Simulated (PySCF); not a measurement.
**Electron correlation in O³⁺ (oxygen, charge +3)**

[He] 2s2 2p1, 2P determinant. Computed with PySCF 2.14 in x2c-SVPall (3s2p1d, 14 functions), with the spin-free X2C one-electron Hamiltonian (Gaussian nucleus). Frozen: 1s2; 3 electrons correlated.

MP2 pair energies summed by pair of shells (mhartree):

```csv
pair,energy,share (%)
2s-2s,-33.66,67.0
2s-2p,-16.56,33.0
```

Total MP2 correlation energy: -50.22 mhartree.

Same-spin part -2.23 and opposite-spin part -47.99 mhartree; SCS-MP2 scales them by 1/3 and 6/5 to -58.33 mhartree.

```tsv
level	correlation energy (mhartree)
CCSD	-82.80
(T)	-0.50
CCSD(T)	-83.30
```

Diagnostics: T1 = 0.0053, D1 = 0.0100, largest double amplitude 0.143.

Cost of the coupled-cluster step: 0.14 s of wall time on 1 thread of AMD EPYC 7R43 64-Core Processor (shared host), for 3 correlated electrons.

Iterations:

```
CC2 = 0
CCSD nocc = (np.int64(2), np.int64(1)), nmo = (13, 13)
frozen orbitals [[0], [0]]
max_cycle = 100
direct = 0
conv_tol = 1e-08
conv_tol_normt = 1e-06
diis_space = 8
diis_start_cycle = 0
Init t2, MP2 energy = -0.0502225588597708
Init E_corr(UCCSD) = -0.0502225588657784
cycle = 1  E_corr(UCCSD) = -0.0683229298576803  dE = -0.018100371  norm(t1,t2) = 0.0531614
cycle = 2  E_corr(UCCSD) = -0.0759321955094979  dE = -0.00760926565  norm(t1,t2) = 0.0259967
cycle = 3  E_corr(UCCSD) = -0.082908925443351  dE = -0.00697672993  norm(t1,t2) = 0.0130804
cycle = 4  E_corr(UCCSD) = -0.0827745475418253  dE = 0.000134377902  norm(t1,t2) = 0.000635961
cycle = 5  E_corr(UCCSD) = -0.0828105253956359  dE = -3.59778538e-05  norm(t1,t2) = 7.46146e-05
cycle = 6  E_corr(UCCSD) = -0.0827974839538068  dE = 1.30414418e-05  norm(t1,t2) = 1.92518e-05
cycle = 7  E_corr(UCCSD) = -0.0828010037986417  dE = -3.51984483e-06  norm(t1,t2) = 6.40774e-06
cycle = 8  E_corr(UCCSD) = -0.0828009780329341  dE = 2.57657076e-08  norm(t1,t2) = 2.88159e-07
cycle = 9  E_corr(UCCSD) = -0.0828009444016093  dE = 3.36313248e-08  norm(t1,t2) = 1.17642e-07
cycle = 10  E_corr(UCCSD) = -0.082800913547327  dE = 3.08542823e-08  norm(t1,t2) = 5.43189e-08
cycle = 11  E_corr(UCCSD) = -0.0828009153611813  dE = -1.81385432e-09  norm(t1,t2) = 8.08312e-09
UCCSD converged
E(UCCSD) = -71.12197834026459  E_corr = -0.0828009153611813
UCCSD(T) correction = -0.000503204255266551
```
